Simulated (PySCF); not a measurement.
SMILES Bc1cccc(O)c1 (C6H7BO) (GFN2-xTB optimised geometry):

```
15

B     -1.729    -1.836     0.001
C     -0.928    -0.515     0.000
C     -1.568     0.732     0.000
C     -0.846     1.912     0.000
C      0.536     1.888     0.000
C      1.202     0.664     0.000
O      2.564     0.676     0.000
C      0.473    -0.515     0.000
H     -2.898    -1.814     0.000
H     -1.167    -2.862     0.002
H     -2.647     0.767     0.000
H     -1.360     2.862    -0.001
H      1.117     2.796     0.000
H      2.898    -0.230     0.001
H      1.000    -1.461     0.000
```

Method: B3LYP/def2-TZVP (PySCF).

Problem. What are the frontier orbital energies and the dipole moment?

Solution. HOMO-2 -8.92 eV, HOMO-1 -7.52 eV, HOMO -6.58 eV, LUMO -2.21 eV, LUMO+1 -0.33 eV; dipole moment 0.85 D.

Meta-Löwdin charges at B3LYP/def2-TZVP: B1 -0.03, C2 -0.08, C3 -0.10, C4 -0.11, C5 -0.13, C6 0.22, O7 -0.47, C8 -0.14, H9 0.00, H10 0.00, H11 0.12, H12 0.12, H13 0.13, H14 0.35, H15 0.11.
